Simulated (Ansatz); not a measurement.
Reaction (ligand exchange at the Al–S bond): `C[NH][Al]([OH])[SH]` + H–F → `C[NH][Al]([OH])[F]` + H₂S

Calculated with Ansatz (gas phase, PBE0-D4/def2-TZVP geometries, no zero-point term in ΔE). CCSD(T)/CBS adds triple-zeta CCSD(T) − MP2 to the extrapolated MP2 energy (def2 sets, frozen cores). This one scheme is used for every species. Functionals use def2-TZVPP. B3LYP here is the variant with VWN-RPA as its local correlation; programs differ in this. Each species was taken in one conformer, which may not be the lowest.

```json
{"level": "PBE-D4", "ΔE (kJ/mol)": "-66.5", "difference from CCSD(T)/CBS": "6.4"}
{"level": "r2SCAN-D4", "ΔE (kJ/mol)": "-75.2", "difference from CCSD(T)/CBS": "-2.3"}
{"level": "PBE0-D4", "ΔE (kJ/mol)": "-65.7", "difference from CCSD(T)/CBS": "7.2"}
{"level": "B3LYP-D4", "ΔE (kJ/mol)": "-79.2", "difference from CCSD(T)/CBS": "-6.3"}
{"level": "ωB97X-V", "ΔE (kJ/mol)": "-77.5", "difference from CCSD(T)/CBS": "-4.6"}
{"level": "ωB97M-V", "ΔE (kJ/mol)": "-76.7", "difference from CCSD(T)/CBS": "-3.8"}
{"level": "B2PLYP", "ΔE (kJ/mol)": "-82.9", "difference from CCSD(T)/CBS": "-10.0"}
{"level": "PBE", "ΔE (kJ/mol)": "-71.0", "difference from CCSD(T)/CBS": "1.9"}
{"level": "r2SCAN", "ΔE (kJ/mol)": "-76.4", "difference from CCSD(T)/CBS": "-3.5"}
{"level": "PBE0", "ΔE (kJ/mol)": "-69.8", "difference from CCSD(T)/CBS": "3.1"}
{"level": "B3LYP", "ΔE (kJ/mol)": "-86.4", "difference from CCSD(T)/CBS": "-13.5"}
{"level": "HF/def2-TZVPP", "ΔE (kJ/mol)": "-89.7", "difference from CCSD(T)/CBS": "-16.8"}
{"level": "MP2/def2-TZVPP", "ΔE (kJ/mol)": "-72.8", "difference from CCSD(T)/CBS": "0.1"}
{"level": "SCS-MP2/def2-TZVPP", "ΔE (kJ/mol)": "-79.5", "difference from CCSD(T)/CBS": "-6.6"}
{"level": "CCSD/def2-TZVPP", "ΔE (kJ/mol)": "-79.2", "difference from CCSD(T)/CBS": "-6.3"}
{"level": "CCSD(T)/def2-TZVPP", "ΔE (kJ/mol)": "-75.7", "difference from CCSD(T)/CBS": "-2.8"}
{"level": "HF/def2-QZVPP", "ΔE (kJ/mol)": "-92.2", "difference from CCSD(T)/CBS": "-19.3"}
{"level": "MP2/def2-QZVPP", "ΔE (kJ/mol)": "-72.1", "difference from CCSD(T)/CBS": "0.8"}
{"level": "SCS-MP2/def2-QZVPP", "ΔE (kJ/mol)": "-78.6", "difference from CCSD(T)/CBS": "-5.7"}
{"level": "HF/CBS(def2)", "ΔE (kJ/mol)": "-92.6", "difference from CCSD(T)/CBS": "-19.7"}
{"level": "MP2/CBS(def2)", "ΔE (kJ/mol)": "-70.0", "difference from CCSD(T)/CBS": "2.9"}
{"level": "CCSD/CBS(def2)", "ΔE (kJ/mol)": "-76.4", "difference from CCSD(T)/CBS": "-3.5"}
{"level": "CCSD(T)/CBS", "ΔE (kJ/mol)": "-72.9", "difference from CCSD(T)/CBS": "0"}
```

Largest T1 diagnostic among the species: 0.011.

The D4 term adds +7.2 kJ/mol with B3LYP and +4.1 kJ/mol with PBE0; it sums over pairs of atoms, weighted by their polarisabilities, and B3LYP, whose exchange is more repulsive, gets the larger term. In def2-TZVPP, CCSD(T) changes the Hartree–Fock value by +14.0 kJ/mol (the triples alone add +3.5 kJ/mol) and MP2 by +16.8 kJ/mol.
